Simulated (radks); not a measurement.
The numbers below are computed, except where a source is named.
Task: Radial electron density D(r) = 4 pi r^2 rho(r) of an atom or ion with 9 electrons. Code: a radial shooting solver on a logarithmic mesh with Libxc functionals. Model: Dirac Kohn-Sham, PBE, spin-unpolarised, spherical densities, point nucleus.

r (bohr),D(r) (e/bohr)
0.003129,0.3111
0.003444,0.3727
0.003821,0.4527
0.004207,0.5410
0.00463,0.6458
0.005138,0.7812
0.005656,0.9298
0.006275,1.121
0.006908,1.329
0.007604,1.573
0.008437,1.883
0.009287,2.217
0.01022,2.603
0.01134,3.088
0.01249,3.603
0.01374,4.188
0.01525,4.906
0.01679,5.653
0.01863,6.553
0.0205,7.469
0.02257,8.463
0.02504,9.616
0.02757,10.74
0.03035,11.90
0.03367,13.17
0.03706,14.31
0.0408,15.39
0.04527,16.44
0.04983,17.25
0.05529,17.90
0.06086,18.23
0.067,18.29
0.07434,18.02
0.08183,17.47
0.09007,16.66
0.09995,15.58
0.11,14.47
0.1221,13.28
0.1344,12.32
0.1479,11.61
0.1641,11.23
0.1807,11.29
0.1989,11.73
0.2207,12.56
0.2429,13.51
0.2674,14.48
0.2967,15.32
0.3266,15.71
0.3624,15.58
0.3989,14.87
0.4391,13.62
0.4872,11.77
0.5363,9.780
0.5903,7.709
0.655,5.586
0.721,3.893
0.7936,2.538
0.8806,1.472
0.9694,0.8199
1.076,0.3941
1.184,0.1812
1.303,0.07491
1.446,0.02520
1.592,0.008064

What is the nuclear charge?

Result: Z = 16. The innermost maximum, from 1s, lies near gamma/Z bohr with gamma = sqrt(1 - (Z/c)^2) = 0.993, here 0.0621 bohr (found: 0.0649), and its height grows with Z. The density is that of the sulfur ion S7+ in [He] 2s2 2p5; the configuration itself is not fixed sharply by these data, and Z only to about a unit. D(r) has 2 maxima, at r = 0.0649, 0.337 bohr, and minima at 0.169 bohr, inside which lie 2.21 electrons.
